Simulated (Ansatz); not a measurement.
Relaxation of C2H4BN (8 atoms, charge 0, multiplicity 1), to a largest force component of 0.02 eV/Å in at most 50 steps.

Theory: RKS BHLYP/6-31G* in Ansatz.

```xyz
8
Properties=species:S:1:pos:R:3
B 2.600 -0.284 0.140
C 1.406 -0.385 -0.436
N 0.151 0.035 -0.674
C -0.854 -0.031 0.363
H 0.050 0.838 -1.287
H -0.766 0.792 1.084
H -0.741 -0.971 0.902
H -1.845 0.006 -0.092
```

Where does it end, and by what steps?

The forces met the threshold. After 14 steps the energy has fallen by 0.707 eV; B1 moved furthest, 0.62 Å.

```tsv
step	energy less start (eV)	largest force component (eV/Å)	accepted
0	0.0000	7.777	yes
1	-0.5037	3.747	yes
2	-0.5899	1.801	yes
3	-0.6594	1.103	yes
4	-0.7019	0.146	yes
5	-0.7041	0.126	yes
6	-0.7056	0.066	yes
7	-0.7059	0.023	yes
8	-0.7061	0.113	yes
9	-0.7063	0.027	yes
10	-0.7064	0.023	yes
11	-0.7070	0.051	yes
12	-0.7069	0.051	no
13	-0.7072	0.023	yes
14	-0.7072	0.012	yes
```

```xyz
8
Properties=species:S:1:pos:R:3
B 2.659 -0.867 -0.071
C 1.420 -0.124 -0.432
N 0.242 0.332 -0.488
C -0.878 -0.025 0.387
H -0.003 1.020 -1.195
H -1.233 0.860 0.907
H -0.520 -0.758 1.097
H -1.689 -0.439 -0.205
```

The run took 39 s on 1 thread of Arm Neoverse V1, on a shared host, peak memory 0.14 GiB.
